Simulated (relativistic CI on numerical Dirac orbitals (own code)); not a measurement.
**Radial parameters of Ta16+**

Calculated at this level of theory: Dirac-Coulomb-Breit CI, orbitals from a KLI potential per configuration, model QED (radiative potential, 1s self-energy scaled to tabulated hydrogen-like ionisation energies), unscaled Slater integrals (own radial code, finite nucleus).

Slater integrals F^k, G^k are unscaled and averaged over j, outside the closed core [Ar] 3d10 4p6; ζ comes from projecting the Hamiltonian with its Breit term on Σ l·s of the shell.

- 4s2.4d10.4f11: F^2(4f,4f) = 186030, F^4(4f,4f) = 119130, F^6(4f,4f) = 86428, ζ(4f) = 4946.3 cm⁻¹; <r>(4f) = 0.5409, <r^2>(4f) = 0.3457 (bohr units).
- 4s2.4d10.4f10.5s: F^2(4f,4f) = 188880, F^4(4f,4f) = 121080, F^6(4f,4f) = 87884, ζ(4f) = 5114.7, G^3(4f,5s) = 34568 cm⁻¹; <r>(4f) = 0.5341, <r^2>(4f) = 0.3368, <r>(5s) = 0.9335, <r^2>(5s) = 0.9696 (bohr units).
- 4s2.4d10.4f10.5p: F^2(4f,4f) = 189150, F^4(4f,4f) = 121270, F^6(4f,4f) = 88028, ζ(4f) = 5151.3, F^2(4f,5p) = 81116, G^2(4f,5p) = 29646, G^4(4f,5p) = 26232, ζ(5p) = 84394 cm⁻¹; <r>(4f) = 0.5335, <r^2>(4f) = 0.336, <r>(5p) = 1.008, <r^2>(5p) = 1.134 (bohr units).

Averages of the first 9 configurations, taken without configuration mixing, which lowers the lowest level and can move excited configurations by several eV; other configurations of the list can lie among them:

| Configuration | Parity | States | Average energy above the lowest level (eV) |
| --- | --- | --- | --- |
| 4s2.4d10.4f11 | odd | 364 | 13.4 |
| 4s2.4d10.4f10.5s | even | 2002 | 13.2 |
| 4s2.4d10.4f10.5p | odd | 6006 | 58.8 |
| 4s2.4d10.4f10.5d | even | 10010 | 120.9 |
| 4s2.4d9.4f12 | even | 910 | 228.7 |
| 4s2.4d10.4f10.6s | even | 2002 | 175.9 |
| 4s2.4d10.4f10.6p | odd | 6006 | 196.3 |
| 4d10.4f13 | odd | 14 | 1123.4 |
| 4d9.4f14 | even | 10 | 1338.9 |
